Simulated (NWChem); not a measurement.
System: TaNH₃O₂F; SMILES [OH][Ta]([F])(=[NH])[OH]

Here is an NWChem input.

```
start job
memory heap 200 mb stack 900 mb global 1100 mb
geometry units angstroms noautoz
  Ta     0.051471     0.000148    -0.032309
  N     -0.199640     0.000353     1.715086
  H     -0.302282     0.000589     2.721685
  F      1.916589     0.005572    -0.383532
  O     -0.780075     1.549567    -0.763271
  H     -1.265907     2.287280    -0.386250
  O     -0.770724    -1.555062    -0.761567
  H     -1.252108    -2.295254    -0.383698
end
basis spherical
  * library def2-svp
end
ecp
  Ta library def2-ecp
end
dft
  xc pbe0
  iterations 150
  mulliken
end
task dft energy
```

The geometry was optimised at PBE0/def2-SVP. Not confirmed as a minimum by frequencies. def2 effective core potentials on Ta; no spin-orbit coupling.

**Question.** Give the results of this calculation. (PBE0/def2-SVP with def2 effective core potentials on Ta.) Quantities: basis functions; energy (Ha); highest occupied level (eV); orbital gap (eV); dipole (D).

**Answer.** The number of basis functions is 103. The energy (Ha) is -363.51, the highest occupied level (eV) comes out as -7.84 and the orbital gap (eV) comes out as 7.78. The dipole (D) is 2.85.
